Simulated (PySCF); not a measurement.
How methods differ on the excitation energy of Zr²⁺

Zr²⁺ [Kr] 4d2 (3F) → Zr²⁺ [Kr] 4d1 5p1 (high-spin determinant), as a difference of total energies. Calculation: PySCF 2.14, in def2-TZVPPD with the def2 core potential (28 electrons) (6s4p3d2f1g, 56 functions); scalar relativity through the core potential. Correlated levels: valence and next inner shell: nothing frozen outside the core potential. The calculations carry no spin-orbit coupling.

```csv
method,excitation energy (cm⁻¹)
UHF,55123
MP2 (valence and next inner shell),54716
SCS-MP2 (valence and next inner shell),55014
CCSD (valence and next inner shell),55072
CCSD(T) (valence and next inner shell),54958
```

The determinant of the upper state mixes LS terms, which raises its energy above the lowest term, most at the Hartree-Fock and MP2 levels.
